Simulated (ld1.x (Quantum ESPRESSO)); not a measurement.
## Before and after: RRKJ potential for Sr

Sr (Z = 38), norm-conserving RRKJ (Kleinman–Bylander form), made with ld1.x (Quantum ESPRESSO) 7.5 (LDA (PZ), fully relativistic). Core [Kr], reference 4d0 5s2 5p0. Waves: 5p (bound, empty): rc 4.20 bohr; 4d (bound, empty): rc 3.50 bohr; 5s (bound): rc 3.25 bohr. Local part: the s channel. Core correction: none. rho0 = 0.01.

Open shells are filled in proportion to 2j + 1 (rel_dist='average').

Change: all radii scaled by about 0.84 (s 2.74, p 3.54, d 2.96 bohr).

Cutoffs: the cutoffs (Ry, on a coarse ladder) from which the occupation-weighted sum of valence levels, in a spherical-Bessel basis at the reference potential, stays within 10 and 1 mRy of its value at 400 Ry; they do not see the model core or the augmentation charge, which bear on the density cutoff. Errors are all-electron minus pseudo energies relative to the spin-unpolarised reference configuration.

Problem. How do hardness, ghosts and transferability respond?

Solution. The potential gets harder (6 Ry and 8 Ry → 8 Ry and 18 Ry); the errors of the 7 common tests hardly move; neither file shows a bound ghost. A smaller radius makes the pseudo-wave follow the all-electron one further in, where it bends more sharply, so more plane waves are needed.

| quantity | base | changed |
| --- | --- | --- |
| cutoff, loose | 6 Ry | 8 Ry |
| cutoff, tight | 8 Ry | 18 Ry |
| bound ghosts | none | none |
| error for 4d0 5s1 5p0, meV [ΔE 6.06 eV] | +35 | +36 |
| error for 4d0 5s1.5 5p0, meV [ΔE 2.41 eV] | +5.4 | +5.8 |
| error for 4d0 5s1 5p1, meV [ΔE 2.39 eV] | +14 | +16 |
| error for 4d0.5 5s1.5 5p0, meV [ΔE 1.15 eV] | +52 | +55 |
| error for 4d0 5s0 5p2, meV [ΔE 4.92 eV] | +79 | +83 |
| error for 4d1 5s0 5p0, meV [ΔE 7.86 eV] | +288 | +314 |
| error for 4d1 5s1 5p0, meV [ΔE 2.34 eV] | +156 | +164 |

Base: The cutoffs count occupied waves only; the empty 4d level needs 10 Ry at the loose tolerance. Changed file: The cutoffs count occupied waves only; the empty 4d level needs 12 Ry at the loose tolerance.
